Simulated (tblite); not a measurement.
Species: C6H11NO2Si.
Z-matrix (Å and degrees, GFN2-xTB geometry), rows numbered from 1:
```
C 
C   1  1.5248
N   2  1.4464  1  111.81
C   3  1.3447  2  122.63  1   104.31
O   4  1.2156  3  124.82  2     6.96
C   4  1.5169  3  114.24  2  -174.37
Si  6  1.9174  4  116.94  3   151.99
C   7  1.9253  6   75.45  4  -128.11
C   8  1.5101  7   90.23  6     9.18
O   9  1.2045  6  128.20  4   -42.99
H   1  1.0867  2  110.04  3   177.93
H   1  1.0874  2  110.16  3   -62.12
H   1  1.0883  2  110.43  3    57.88
H   2  1.0950  1  110.07  3  -120.73
H   2  1.0922  1  110.45  3   118.70
H   3  1.0126  2  116.96  1   -56.85
H   6  1.0912  4  107.18  3   -76.36
H   7  1.4600  6  115.88  4   119.72
H   7  1.4534  6  115.13  4   -18.18
H   8  1.0895  7  114.33  6  -102.93
H   8  1.0883  7  121.70  6   126.63
```

Computed values, GFN2-xTB/tblite, gas phase, harmonic and unscaled. Errors from tens to a few hundred cm⁻¹ against measured bands are possible. Modes of hydrogen on silicon can be 10 to 20 % off. One conformer, not necessarily the lowest.

Harmonic wavenumbers (cm⁻¹): 34.2, 48.4, 59.6, 74.9, 116.5, 185.8, 201.5, 268.4, 335.6, 393.4, 420.5, 435.1, 460.1, 492.2, 523.3, 564.9, 610.1, 613.1, 623.6, 712.0, 735.7, 753.2, 782.7, 830.8, 871.8, 927.6, 978.5, 1002.0, 1047.1, 1085.0, 1089.4, 1108.8, 1145.0, 1149.8, 1155.6, 1220.2, 1246.3, 1327.3, 1405.2, 1415.7, 1435.8, 1455.8, 1490.4, 1496.5, 1733.3, 1787.7, 2297.1, 2361.6, 2936.3, 2952.3, 2987.8, 2989.7, 3009.8, 3031.9, 3043.6, 3047.5, 3378.7.

A = 1971, B = 751.7, C = 604.8 MHz; mass 157.056 u (most abundant isotopes); point group C1, symmetry number 1.

What is the zero-point energy?

Half the sum of the wavenumbers: 34943 cm⁻¹ = 418.02 kJ/mol.

Give the ideal-gas entropy at 200 K and 1 bar in the rigid-rotor, harmonic-oscillator model (classical rotation).

Translation 163.62, rotation 121.64, vibration 108.02: S = 393.3 J/(mol K).

And Cp and H(200 K) − H(0)?

Cp = 138.72 J/(mol K), of which vibrations give 105.46 (their classical limit is 57 R = 473.9); H(200 K) − H(0) = 17.62 kJ/mol without the zero-point energy, 10.97 from vibrations.

How do the functions run with temperature in this model?

```tsv
T (K)	S (J/(mol K))	Cp (J/(mol K))	H − H(0) (kJ/mol)	G − H(0) (kJ/mol)	ln q(vib)
50	264.1	66.1	2.44	-10.76	1.12
100	316.9	88.6	6.32	-25.37	2.98
298.15	458.3	190.0	33.77	-102.87	9.59
373.15	504.9	225.9	49.39	-139.00	12.00
500	578.4	276.7	81.41	-207.77	16.01
750	704.8	345.9	159.92	-368.65	23.52
1000	810.8	390.3	252.32	-558.46	30.42
```

q(vib) and H(0) count from the zero-point level.

What must be added to the electronic energy to get the Gibbs energy at 200 K and 1 bar?

ZPE + [H(200 K) − H(0)] − T·S = 418.02 + 17.62 − 78.66 = 356.98 kJ/mol.

Which modes carry the vibrational entropy at 200 K?

34.2 cm⁻¹: 19.99; 48.4 cm⁻¹: 17.13; 59.6 cm⁻¹: 15.42; 74.9 cm⁻¹: 13.56; 116.5 cm⁻¹: 10.02; 185.8 cm⁻¹: 6.49 J/(mol K); the other 51 give 25.40 together.

Blend soft modes into free rotors: weight 1/[1 + (100 cm⁻¹/ν̃)⁴] for the oscillator and the rest for a rotor with moment μB/(μ + B), μ = h/(8π²ν), B = 10⁻⁴⁴ kg m². What vibrational entropy results?

95.14 J/(mol K) in place of 108.02, which changes −T·S at 200 K by +2.58 kJ/mol.

Hindered rotation and anharmonicity are outside this model. Other conformers, if any are populated, would add a mixing term that is left out. The structure is chiral; the term R ln 2 for an equal mix with its mirror image is left out.
